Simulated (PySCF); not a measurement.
C4H4ClF. Atoms are numbered in the order given.

```xyz
10

C      1.0934    -1.9834     0.0000
C      0.4592    -0.8015     0.0000
Cl    -1.2787    -0.7756     0.0000
C      1.1653     0.4710     0.0000
C      0.7024     1.7266     0.0000
F     -0.5709     2.0742     0.0000
H      0.5412    -2.9235     0.0000
H      2.1850    -2.0158     0.0000
H      2.2553     0.3887     0.0000
H      1.3727     2.5914     0.0000
```
Charge 0, spin multiplicity 1.

Geometry: PBE0-D3(BJ)/def2-SVP. The structure was generated by enumeration; whether it is a known compound was not checked. The values are those of a single conformer.

Method: M06-2X/def2-TZVP (PySCF).

Symmetry labels are those of the subgroup Cs that the program uses (full group Cs).

Computed valence orbital energies around the gap with their symmetry:
```tsv
orbital	symmetry	energy (eV)
HOMO−7	A'	-14.33
HOMO−6	A'	-13.81
HOMO−5	A'	-12.68
HOMO−4	A"	-12.35
HOMO−3	A'	-12.12
HOMO−2	A'	-10.16
HOMO−1	A"	-9.85
HOMO	A"	-8.04
LUMO	A"	-0.38
LUMO+1	A'	1.74
LUMO+2	A'	2.41
LUMO+3	A"	2.48
```
